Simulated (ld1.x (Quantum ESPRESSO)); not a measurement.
## Before and after: PAW potential for manganese

ld1.x (Quantum ESPRESSO) 7.5 input, shortened:

```
&input
   title='Mn', zed=25., rel=1, dft='PZ', iswitch=3,
   config='[Ar] 3d5 4s1.5 4p0 4f-2'
 /
 &inputp
   pseudotype=3, lpaw=.true., tm=.true., lloc=-2, rcloc=1.70,
   nlcc=.false.,
   which_augfun='BESSEL', rmatch_augfun=0.90
 /
7
3S  1  0   2.00   0.00  1.15  1.35  0.0
4S  2  0   1.50   0.00  1.15  1.35  0.0
3P  2  1   6.00   0.00  1.25  1.40  0.0
4P  3  1   0.00   0.00  1.25  1.40  0.0
3D  3  2   5.00   0.00  1.55  2.00  0.0
3D  3  2   0.00  -0.20  1.55  2.00  0.0
4F  4  3  -2.00   0.05  1.75  1.95  0.0
 &test
   configts(1)='3s2 3p6 3d5 4s1.5 4p0'
 /
```

All-electron outer shells of the reference configuration (LDA (PZ), scalar-relativistic, ld1.x):

```tsv
shell	level (eV)	outermost node (bohr)	outermost maximum (bohr)
2p	-633.69	–	0.19
3s	-89.37	0.34	0.74
3p	-58.45	0.31	0.75
3d	-10.93	–	0.75
4s	-8.62	1.05	2.41
4p	-4.29	1.15	3.10
```

Change: core correction a·sin(br)/r model core inside 0.58 bohr.

Cutoffs: the cutoffs (Ry, on a coarse ladder) from which the occupation-weighted sum of valence levels, in a spherical-Bessel basis at the reference potential, stays within 10 and 1 mRy of its value at 400 Ry; they do not see the model core or the augmentation charge, which bear on the density cutoff. Errors are all-electron minus pseudo energies relative to the spin-unpolarised reference configuration.

Problem. Predict the effect on cutoff, ghosts and configuration errors.

Solution. The potential gets neither clearly harder nor softer (45 Ry and 80 Ry → 45 Ry and 80 Ry); of the 9 tests that both files solve, the error grows in 2 and shrinks in 1 by more than 15 % and 0.3 meV (median size 1.6 → 2.3 meV); neither file shows a bound ghost. The default core radius of the base comes out at 0.42 bohr. A wider model core is smoother and lowers the density cutoff, which this test does not measure.

| quantity | base | changed |
| --- | --- | --- |
| cutoff, loose | 45 Ry | 45 Ry |
| cutoff, tight | 80 Ry | 80 Ry |
| bound ghosts | none | none |
| error for 3s2 3p6 3d5 4s2 4p0, meV [ΔE -3.47 eV] | +0.3 | +0.3 |
| error for 3s2 3p6 3d5 4s1 4p0, meV [ΔE 5.19 eV] | -0.5 | -0.5 |
| error for 3s2 3p6 3d5 4s0 4p0, meV [ΔE 21.07 eV] | -2.3 | -2.3 |
| error for 3s2 3p6 3d4 4s2 4p1, meV [ΔE 4.45 eV] | +7.5 | +8.5 |
| error for 3s2 3p6 3d5 4s1 4p1, meV [ΔE 0.46 eV] | 0.0 | 0.0 |
| error for 3s2 3p5 3d5 4s2 4p0, meV [ΔE 58.43 eV] | -42 | -42 |
| error for 3s2 3p6 3d6 4s0 4p0, meV [ΔE 3.56 eV] | -0.4 | 0.0 |
| error for 3s2 3p6 3d5 4s1.5 4p0 (spin-polarised), meV [ΔE -5.45 eV] | -2.7 | -4.9 |
| error for 3s2 3p6 3d5 4s2 4p0 (spin-polarised), meV [ΔE -8.52 eV] | -1.6 | -3.9 |
| s: phases at 2.20 bohr within 0.05 rad from the reference energy up to (Ry; the scan ends near 5) | to the end of the scan | to the end of the scan |
| p: phases at 2.20 bohr within 0.05 rad from the reference energy up to (Ry; the scan ends near 5) | to the end of the scan | to the end of the scan |
| d: phases at 2.20 bohr within 0.05 rad from the reference energy up to (Ry; the scan ends near 5) | 2.3 | 2.3 |
| f: phases at 2.20 bohr within 0.05 rad from the reference energy up to (Ry; the scan ends near 5) | to the end of the scan | to the end of the scan |
| lowest overlap eigenvalue by channel | s 0.13, p 0.16, d 0.95, f 0.88 | s 0.13, p 0.16, d 0.95, f 0.88 |
